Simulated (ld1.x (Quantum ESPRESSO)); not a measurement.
Before and after: RRKJ potential for iridium

Ir (Z = 77), norm-conserving RRKJ (Kleinman–Bylander form), made with ld1.x (Quantum ESPRESSO) 7.5 (PBEsol, fully relativistic). Core [Xe] 4f14, reference 5d7 6s2 6p0. Waves: 6p (bound, empty): rc 3.75 bohr; 5d (bound): rc 2.15 bohr; 6s (bound): rc 2.20 bohr. Local part: the s channel. Core correction: a·sin(br)/r model core inside 2.15 bohr. rho0 = 0.01.

Open shells are filled in proportion to 2j + 1 (rel_dist='average').

All-electron outer shells of the reference configuration (PBEsol, scalar-relativistic, ld1.x):

```
shell  level (eV)  outermost node (bohr)  outermost maximum (bohr)
   4f      -62.24                      –                      0.39
   5p      -54.72                   0.54                      1.01
   5d       -7.18                   0.59                      1.31
   6s       -6.37                   1.17                      2.38
   6p       -1.18                   1.39                      3.43
```

Change: core correction none.

Cutoffs: the cutoffs (Ry, on a coarse ladder) from which the occupation-weighted sum of valence levels, in a spherical-Bessel basis at the reference potential, stays within 10 and 1 mRy of its value at 400 Ry; they do not see the model core or the augmentation charge, which bear on the density cutoff. Errors are all-electron minus pseudo energies relative to the spin-unpolarised reference configuration.

How do hardness, ghosts and transferability respond?

The potential gets neither clearly harder nor softer (35 Ry and 40 Ry → 35 Ry and 40 Ry); of the 7 tests that both files solve, the error grows in 0 and shrinks in 6 by more than 15 % and 0.3 meV (median size 42.2 → 7.0 meV); neither file shows a bound ghost.

```csv
quantity,base,changed
"cutoff, loose",35 Ry,35 Ry
"cutoff, tight",40 Ry,40 Ry
bound ghosts,none,none
"error for 5d7 6s1 6p0, meV [ΔE 9.94 eV]",-6.8,-2.2
"error for 5d7 6s0 6p0, meV [ΔE 27.44 eV]",-42,-3.3
"error for 5d6 6s0 6p0, meV [ΔE 58.01 eV]",-162,-55
"error for 5d8 6s1 6p0, meV [ΔE -0.33 eV]",-47,-43
"error for 5d7 6s0 6p2, meV [ΔE 10.99 eV]",-19,-7.0
"error for 5d7 6s0 6p1, meV [ΔE 16.41 eV]",-20,-4.6
"error for 5d8 6s0 6p0, meV [ΔE 8.68 eV]",-82,-66
s: phases at 4.05 bohr within 0.05 rad from the reference energy up to (Ry; the scan ends near 5),0.9,0.9
p1/2: phases at 4.05 bohr within 0.05 rad from the reference energy up to (Ry; the scan ends near 5),1.4,1.4
p3/2: phases at 4.05 bohr within 0.05 rad from the reference energy up to (Ry; the scan ends near 5),1.6,1.6
d3/2: phases at 4.05 bohr within 0.05 rad from the reference energy up to (Ry; the scan ends near 5),0.5,0.5
d5/2: phases at 4.05 bohr within 0.05 rad from the reference energy up to (Ry; the scan ends near 5),0.5,0.5
```
